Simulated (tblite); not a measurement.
Record of a relaxation.

Compound: C5H11BF2O.
SMILES with atom numbers: `[CH3:1][CH2:2][C@H:3]([CH2:4][O:5][CH3:6])[B:7]([F:8])[F:9]` (hydrogens: H10, H11, H12 on C1; H13, H14 on C2; H15 on C3; H16, H17 on C4; H18, H19, H20 on C6)

Computed with GFN2-xTB (tblite), gas phase: L-BFGS steps from a force-field or distance-geometry start until the largest atomic force falls under 0.01 eV/Å. 4 of its 59 geometries are shown.

Step 0: E = -847.0239 eV, largest atomic force 3.764 eV/Å
```
atom  x, y, z in Å  |  force x, y, z in eV/Å
C1     -2.339   -1.229   -0.697   -1.869  -0.596   0.139
C2     -1.014   -0.943   -0.090    0.838  -0.303   1.940
C3     -0.381    0.283   -0.700   -0.484   1.189  -0.865
C4      0.975    0.595   -0.098   -0.747  -0.721   1.481
O5      1.863   -0.455   -0.261    0.331  -0.419  -0.915
C6      3.077   -0.095    0.319    0.371  -0.644   0.616
B7     -1.308    1.539   -0.378   -0.538   3.364  -0.521
F8     -0.799    2.565    0.545   -1.790  -2.414  -2.267
F9     -2.415    1.937   -1.200    2.554  -0.668   2.333
H10    -2.888   -0.301   -1.002    0.565  -1.015   0.144
H11    -2.967   -1.734    0.073    0.215   0.274  -0.602
H12    -2.258   -1.935   -1.526   -0.074   0.379  -0.108
H13    -0.320   -1.812   -0.095   -0.436   0.513  -0.257
H14    -1.163   -0.687    1.003    0.145  -0.364  -0.796
H15    -0.319    0.175   -1.807    0.119  -0.129   0.522
H16     1.361    1.536   -0.479    0.192   0.246   0.022
H17     0.790    0.635    1.023    0.214   0.678  -0.695
H18     3.792   -0.937    0.176   -0.469   0.647   0.074
H19     3.438    0.827   -0.165    0.225  -0.190   0.414
H20     2.869    0.045    1.417    0.636   0.174  -0.661
```

Step 19: E = -848.1110 eV, largest atomic force 0.140 eV/Å
```
atom  x, y, z in Å  |  force x, y, z in eV/Å
C1     -2.398   -1.287   -0.684    0.081  -0.004   0.066
C2     -1.069   -0.895   -0.029    0.044   0.066  -0.041
C3     -0.407    0.356   -0.662   -0.001   0.029  -0.008
C4      0.971    0.644   -0.034   -0.056   0.007  -0.018
O5      1.885   -0.400   -0.275   -0.062  -0.005   0.040
C6      3.137   -0.157    0.314    0.002  -0.020  -0.022
B7     -1.308    1.652   -0.477   -0.020   0.010   0.007
F8     -1.033    2.557    0.443   -0.072   0.030  -0.032
F9     -2.379    1.940   -1.188    0.040  -0.012   0.007
H10    -3.003   -0.424   -0.955    0.114  -0.017   0.080
H11    -2.970   -1.886    0.021   -0.026  -0.081  -0.100
H12    -2.227   -1.876   -1.584   -0.006   0.075   0.042
H13    -0.365   -1.724   -0.130   -0.006   0.053   0.101
H14    -1.226   -0.705    1.037    0.024   0.003  -0.102
H15    -0.259    0.141   -1.726    0.019  -0.025   0.063
H16     1.359    1.584   -0.464    0.032  -0.050   0.057
H17     0.856    0.799    1.052   -0.008  -0.027  -0.066
H18     3.763   -1.019    0.102   -0.007  -0.069  -0.046
H19     3.610    0.741   -0.103   -0.023   0.043  -0.032
H20     3.059   -0.030    1.400   -0.071  -0.004   0.004
```

Step 39: E = -848.1795 eV, largest atomic force 0.047 eV/Å
```
atom  x, y, z in Å  |  force x, y, z in eV/Å
C1     -2.301   -1.288   -0.668    0.009  -0.032  -0.011
C2     -1.048   -0.819    0.058   -0.004   0.010   0.000
C3     -0.412    0.421   -0.615    0.017   0.008   0.013
C4      0.957    0.694    0.021    0.017  -0.007   0.002
O5      1.796   -0.406   -0.247    0.001  -0.005  -0.030
C6      3.095   -0.258    0.259   -0.004   0.008  -0.004
B7     -1.373    1.680   -0.543   -0.006   0.017   0.002
F8     -1.262    2.631    0.364    0.032  -0.008   0.012
F9     -2.378    1.872   -1.373    0.002   0.011  -0.015
H10    -3.038   -0.492   -0.734   -0.004  -0.037   0.029
H11    -2.743   -2.130   -0.142   -0.025  -0.014   0.009
H12    -2.053   -1.608   -1.676   -0.010   0.004  -0.041
H13    -0.298   -1.611    0.052   -0.030   0.008   0.023
H14    -1.288   -0.582    1.097    0.006   0.016  -0.008
H15    -0.230    0.148   -1.661   -0.006   0.012   0.013
H16     1.396    1.613   -0.398    0.006  -0.005  -0.005
H17     0.853    0.839    1.108   -0.011  -0.008  -0.010
H18     3.644   -1.150   -0.035    0.008   0.000   0.014
H19     3.587    0.628   -0.162    0.013   0.017  -0.002
H20     3.094   -0.171    1.352   -0.009   0.004   0.009
```

Step 58: E = -848.1840 eV, largest atomic force 0.009 eV/Å
```
atom  x, y, z in Å  |  force x, y, z in eV/Å
C1     -2.305   -1.304   -0.667    0.002   0.003   0.002
C2     -1.062   -0.811    0.062    0.003   0.002   0.002
C3     -0.415    0.417   -0.622    0.000   0.004  -0.003
C4      0.959    0.682    0.008    0.003  -0.002  -0.001
O5      1.808   -0.406   -0.277    0.005  -0.001  -0.003
C6      3.096   -0.250    0.257   -0.001   0.001   0.003
B7     -1.356    1.692   -0.544   -0.001  -0.007   0.001
F8     -1.223    2.629    0.374    0.007   0.000   0.000
F9     -2.355    1.912   -1.373   -0.002   0.002  -0.002
H10    -3.071   -0.533   -0.699   -0.002   0.000  -0.001
H11    -2.713   -2.175   -0.160   -0.005  -0.002  -0.005
H12    -2.061   -1.585   -1.689    0.002   0.002   0.000
H13    -0.312   -1.602    0.084    0.001  -0.006   0.001
H14    -1.317   -0.554    1.092    0.001  -0.003   0.007
H15    -0.241    0.141   -1.667   -0.001  -0.002  -0.003
H16     1.392    1.610   -0.400   -0.003   0.001   0.000
H17     0.857    0.810    1.096   -0.002   0.009   0.002
H18     3.657   -1.141   -0.016   -0.004   0.006  -0.003
H19     3.593    0.637   -0.155   -0.001  -0.005   0.001
H20     3.066   -0.157    1.350   -0.001  -0.001   0.001
```

Question: Summarise the path.

Answer: The energy falls by 111.94 kJ/mol from step 0 to step 58; nine tenths of that is first reached at step 11. It falls at every step. The largest force goes from 3.764 to 0.009 eV/Å. Among the bonds B7–F8 changes most, from 1.471 to 1.319 Å; the atoms move by 0.279 Å rms after alignment.

Question: Follow the three bonds and two angles with the largest change from start to end.

Answer: 
| step | E above end (kJ/mol) | largest force (eV/Å) | B7–F8 (Å) | B7–F9 (Å) | C2–H14 (Å) | O5–C4–H17 (°) | C4–C3–B7 (°) |
| --- | --- | --- | --- | --- | --- | --- | --- |
| 0 | 111.94 | 3.764 | 1.471 | 1.435 | 1.132 | 104.3 | 106.1 |
| 3 | 24.66 | 0.842 | 1.316 | 1.312 | 1.088 | 107.7 | 106.3 |
| 5 | 17.29 | 0.579 | 1.322 | 1.317 | 1.093 | 108.8 | 106.3 |
| 8 | 13.28 | 0.370 | 1.317 | 1.312 | 1.091 | 109.9 | 106.2 |
| 10 | 11.53 | 0.222 | 1.321 | 1.316 | 1.094 | 109.4 | 106.6 |
| 13 | 10.04 | 0.196 | 1.322 | 1.317 | 1.091 | 108.7 | 107.4 |
| 15 | 9.13 | 0.181 | 1.319 | 1.315 | 1.088 | 109.1 | 107.6 |
| 18 | 7.45 | 0.167 | 1.319 | 1.316 | 1.093 | 110.0 | 107.8 |
| 20 | 6.73 | 0.128 | 1.320 | 1.317 | 1.095 | 109.7 | 107.9 |
| 23 | 5.70 | 0.164 | 1.319 | 1.315 | 1.088 | 109.9 | 108.4 |
| 25 | 4.46 | 0.272 | 1.318 | 1.316 | 1.085 | 110.8 | 109.3 |
| 28 | 2.90 | 0.171 | 1.320 | 1.317 | 1.094 | 110.8 | 110.2 |
| 30 | 1.96 | 0.189 | 1.321 | 1.318 | 1.097 | 110.2 | 110.7 |
| 33 | 0.86 | 0.108 | 1.317 | 1.316 | 1.091 | 110.3 | 112.3 |
| 35 | 0.67 | 0.061 | 1.318 | 1.318 | 1.092 | 110.5 | 112.6 |
| 38 | 0.47 | 0.055 | 1.319 | 1.317 | 1.093 | 110.3 | 112.4 |
| 40 | 0.40 | 0.046 | 1.318 | 1.317 | 1.092 | 110.4 | 112.4 |
| 43 | 0.30 | 0.050 | 1.318 | 1.317 | 1.092 | 110.6 | 112.4 |
| 45 | 0.23 | 0.054 | 1.319 | 1.317 | 1.093 | 110.5 | 112.3 |
| 48 | 0.08 | 0.038 | 1.319 | 1.317 | 1.092 | 110.2 | 112.0 |
| 50 | 0.04 | 0.028 | 1.319 | 1.317 | 1.092 | 110.3 | 112.0 |
| 53 | 0.01 | 0.015 | 1.319 | 1.317 | 1.092 | 110.2 | 112.0 |
| 55 | 0.00 | 0.013 | 1.319 | 1.317 | 1.092 | 110.2 | 111.9 |
| 58 | 0.00 | 0.009 | 1.319 | 1.317 | 1.092 | 110.2 | 111.8 |

What follows is the cost of the whole relaxation. The run took 0.82 s on one thread of an Intel Xeon at 2.70 GHz, no GPU, on a shared host.
